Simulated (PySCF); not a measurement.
## A series of related molecules

Computed with PySCF, TDDFT B3LYP/def2-SVPD circular dichroism and optical rotation, one conformer, gas phase. Geometry: GFN2-xTB.

Each molecule in one low-energy conformer. The parent is C[C@@H]1S[C@H]1[Si](F)(F)F.

(1) How does the specific rotation at 589.3 nm (origin-invariant length gauge) change along this series?
- C[C@@H]1S[C@H]1[Si](F)(F)F (base)
- C[C@@H]1S[C@@H]1[Si](F)(F)F (diastereomer)

Answers

(1) 
| molecule | [α]589 (deg dm⁻¹ (g/mL)⁻¹) | S1 (eV) | R(S1), velocity form (10⁻⁴⁰ esu² cm²) |
| --- | --- | --- | --- |
| C[C@@H]1S[C@H]1[Si](F)(F)F | +42.8 | 4.57 | +12.3 |
| C[C@@H]1S[C@@H]1[Si](F)(F)F | -99.5 | 4.48 | -6.7 |

The specific rotation at 589.3 nm (origin-invariant length gauge) is lowest for C[C@@H]1S[C@@H]1[Si](F)(F)F and highest for C[C@@H]1S[C@H]1[Si](F)(F)F.
